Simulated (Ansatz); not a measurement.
`[CH3][W](=[S])(=[S])[Cl]` + H–F → `[CH3][W]([F])(=[S])=[S]` + HCl at 500 K and 1 bar (ligand exchange at a W–Cl bond).

Calculated with Ansatz (gas phase, PBE0-D4/def2-TZVP geometries, no zero-point term in ΔE). CCSD(T)/CBS adds triple-zeta CCSD(T) − MP2 to the extrapolated MP2 energy (def2 sets, frozen cores). This one scheme is used for every species. Elements past krypton have def2 core potentials. For W outer-core shells are correlated without core-valence functions, which leaves a few kJ/mol of doubt a bond.

```json
{"species": "`[CH3][W](=[S])(=[S])[Cl]`", "CCSD(T)/CBS energy (Eh)": "-1362.29591", "H − E (kJ/mol)": "153.1", "S (J/(mol·K))": "441.7"}
{"species": "H–F", "CCSD(T)/CBS energy (Eh)": "-100.39570", "H − E (kJ/mol)": "39.4", "S (J/(mol·K))": "188.7"}
{"species": "`[CH3][W]([F])(=[S])=[S]`", "CCSD(T)/CBS energy (Eh)": "-1002.30482", "H − E (kJ/mol)": "154.2", "S (J/(mol·K))": "429.0"}
{"species": "HCl", "CCSD(T)/CBS energy (Eh)": "-460.38127", "H − E (kJ/mol)": "32.5", "S (J/(mol·K))": "201.9"}
```

H − E and S are ideal-gas, rigid-rotor, harmonic terms from PBE0-D4/def2-TZVP. 1 Eh = 2625.50 kJ/mol, R = 8.31446 J/(mol·K).

Question: By hand: ΔE, ΔH, ΔS and ΔG.

Answer: ΔE = (-1002.30482) + (-460.38127) − (-1362.29591) − (-100.39570) = 0.00552 Eh = 14.5 kJ/mol. Δ(H − E) = 154.2 + 32.5 − 153.1 − 39.4 = -5.8, so ΔH = 8.7 kJ/mol. ΔS = 429.0 + 201.9 − 441.7 − 188.7 = 0.5 J/(mol·K). ΔG = 8.7 − 500 × (0.5)/1000 = 8.4 kJ/mol.

Question: By hand: the equilibrium constant, and the temperature at which ΔG would vanish if ΔH and ΔS stayed fixed.

Answer: log₁₀ K = −ΔG/(RT ln 10) = -0.9. ΔG = 0 at ΔH/ΔS = 17400 K, far beyond where these terms or the molecules hold.

The number of gas molecules stays the same, so ΔS is small and ΔH decides. A doubt of 5 kJ/mol in ΔE shifts log₁₀ K by 0.5 here. These are equilibria of isolated gas molecules and say nothing of rates. Largest T1 diagnostic: 0.022 (customary marks: 0.02 for closed shells, 0.045 for open ones).
